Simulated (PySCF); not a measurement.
C3H8O2Si, SMILES C1[SiH2]OC[C@@H]1O.

Geometry optimised at PBE0-D3(BJ)/def2-SVP. The structure was generated by enumeration; whether it is a known compound was not checked. One conformer was computed; it need not be the lowest.

Computed with PBE/def2-TZVP (PySCF).

The molecule is in vacuum.

The total energy comes out as -558.74386 hartree. The highest occupied level comes out as -6.29 eV and the lowest empty level comes out as -0.42 eV. The orbital gap is 5.87 eV. The dipole moment comes out as 2.79 D and the quadrupole, principal values (traceless, Buckingham form, about the centre of nuclear charge) is -3.92, -0.14, 4.06 D·Å. The mean static polarisability comes out as 68.2 bohr³ (10.11 Å³) and the polarisability, principal values is 62.9, 65.2, 76.6 bohr³.
